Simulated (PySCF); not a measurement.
H3ClGeSi, SMILES `[SiH3][Ge][Cl]` (lower singlet), neutral singlet in the gas phase. This singlet lies 1.09 eV below the relaxed triplet at the level frozen-core CCSD(T)/cc-pVTZ // B3LYP-D3(BJ)/def2-TZVP (Ansatz).

Cartesian coordinates (Å):
```xyz
6

Si    -0.7004    -0.0047    -0.0533
Ge     1.5645     0.0093    -1.1163
Cl     2.7047    -0.0635     0.7800
H     -0.6938    -0.0973     1.4255
H     -1.4145     1.2375    -0.4609
H     -1.4742    -1.1494    -0.6093
```
Charge 0, spin multiplicity 1.

All levels are single points at this geometry (B3LYP-D3(BJ)/def2-TZVP); Pople sets use spherical d functions. Orbital energies aren't observables, and empty levels follow the basis.

| level | HOMO (eV) | LUMO (eV) | gap (eV) | dipole (D) | vertical IE, Delta-SCF (eV) |
|---|---|---|---|---|---|
| B3LYP-D3(BJ)/def2-TZVP in PySCF | -6.41 | -3.49 | 2.92 | 1.66 | – |
| PBE-D3(BJ)/def2-TZVP in PySCF | -5.61 | -4.04 | 1.56 | 1.47 | – |
| B3LYP/LANL2DZ in PySCF | -6.53 | -3.55 | 2.97 | 2.30 | – |
| BP86/6-31G* in PySCF | -5.68 | -4.14 | 1.54 | 1.56 | – |
| M06-2X/6-31G* in PySCF | -7.54 | -2.35 | 5.19 | 1.91 | – |
| HF/3-21G in PySCF | -8.89 | -0.54 | 8.35 | 2.96 | – |
